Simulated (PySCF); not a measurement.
Species: C7H5NO2.
Numbering: `[CH3:1][C@H:2]1[C:3](=[O:4])[CH:5]=[C:6]([C:7]#[N:8])[C:9]1=[O:10]` (hydrogens: H11, H12, H13 on C1; H14 on C2; H15 on C5)

Closed-shell single points with PySCF (density fitting; grid level 2 and gas phase unless stated) on one GFN2-xTB geometry.

Task: Rank these settings by the LUMO energy, lowest first.
A. PBE0/MINI, grid level 3, damping 0.1 at the start, DIIS from the seventh cycle
B. LC-wPBE/pcSseg-0
C. HSE06/pcseg-1
D. PBE0/def2-SVP, start guess atom, level shift 0.1 Eh

Result: A (-5.37 eV), C (-4.16 eV), D (-3.62 eV), B (-1.69 eV).

Task: Rank these settings by the HOMO energy, lowest first.
A. PBE0/def2-SVP, start guess atom, level shift 0.1 Eh
B. LC-wPBE/pcSseg-0
C. PBE0/MINI, grid level 3, damping 0.1 at the start, DIIS from the seventh cycle
D. HSE06/pcseg-1

Result: B (-10.84 eV), C (-9.44 eV), A (-7.92 eV), D (-7.74 eV).

All figures of these runs:

```tsv
settings	basis functions	SCF cycles	E (Eh)	HOMO (eV)	LUMO (eV)	dipole (D)
PBE0/def2-SVP, start guess atom, level shift 0.1 Eh	165	12	-474.0255	-7.92	-3.62	2.68
LC-wPBE/pcSseg-0	100	16	-473.4981	-10.84	-1.69	2.93
PBE0/MINI, grid level 3, damping 0.1 at the start, DIIS from the seventh cycle	55	27	-470.7067	-9.44	-5.37	2.63
HSE06/pcseg-1	165	15	-474.3229	-7.74	-4.16	2.75
```

Cycle counts include a coarse-grid stage where the run had one.
